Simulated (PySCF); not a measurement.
PySCF job for C₄H₇NSi, SMILES C/C(C#N)=C/[SiH3], SMD-PBE0/def2-SVP. Coordinates come from a B3LYP-D3(BJ)/def2-SVP optimisation. A frequency run showed that this geometry is not a minimum. The structure was generated by enumeration; whether it is a known compound was not checked.

```python
import numpy as np
from pyscf import gto, scf, dft
from pyscf.solvent import smd

mol = gto.M(
    atom='''
    C     2.13863794   -0.89285806    0.77181000
    C     0.82266566   -0.30837194    0.32288717
    C     0.42886095    0.91764910    0.97256747
    N     0.11583810    1.90458172    1.49873636
    C     0.01647619   -0.84546661   -0.61954195
    Si   -1.63196996   -0.12979599   -1.19400822
    H     2.12063553   -1.11164011    1.85202288
    H     2.96119750   -0.17902460    0.60176060
    H     2.35624072   -1.82111387    0.22580489
    H     0.36712423   -1.77822083   -1.07898429
    H    -2.17731222   -1.02738259   -2.25081489
    H    -2.59271780   -0.06040825   -0.05736702
    H    -1.43829951    1.23714737   -1.75379781
    ''',
    basis='def2-SVP',
    charge=0,
    spin=0,
    max_memory=1600,
    verbose=3,
)
mf = dft.RKS(mol, xc='pbe0').density_fit(auxbasis='def2-universal-jkfit')
mf.grids.level = 3
mf.conv_tol = 1e-9
mf.max_cycle = 100
mf.kernel()
res = {}
for name in ['water', 'chloroform', 'chlorobenzene']:
    s = mf.SMD()
    s.with_solvent.solvent, s.with_solvent.sasa_ng = name, 194
    s.kernel(mf.make_rdm1())
    res[name] = (s.e_tot, s.with_solvent.get_cds(), s.dip_moment(), s.mo_energy, s.converged)
    print(f'SMD {name}: dG(solv) = {(s.e_tot - mf.e_tot) * 627.509474:.3f} kcal/mol, of which CDS {res[name][1] * 627.509474:.3f}')
```

Log of the run:

```
converged SCF energy = -500.213208814381
converged SCF energy = -500.213383169009
Dipole moment(X, Y, Z, Debye):  1.96065, -4.23544, -1.84187
SMD water: dG(solv) = -0.109 kcal/mol, of which CDS 5.602
converged SCF energy = -500.219479493767
Dipole moment(X, Y, Z, Debye):  1.81138, -3.88875, -1.68333
SMD chloroform: dG(solv) = -3.935 kcal/mol, of which CDS 0.128
converged SCF energy = -500.21956703618
Dipole moment(X, Y, Z, Debye):  1.83588, -3.94480, -1.70868
SMD chlorobenzene: dG(solv) = -3.990 kcal/mol, of which CDS 0.348
```

The calculation finished and met its thresholds.

Cost: about 110 core-seconds (a rough figure).
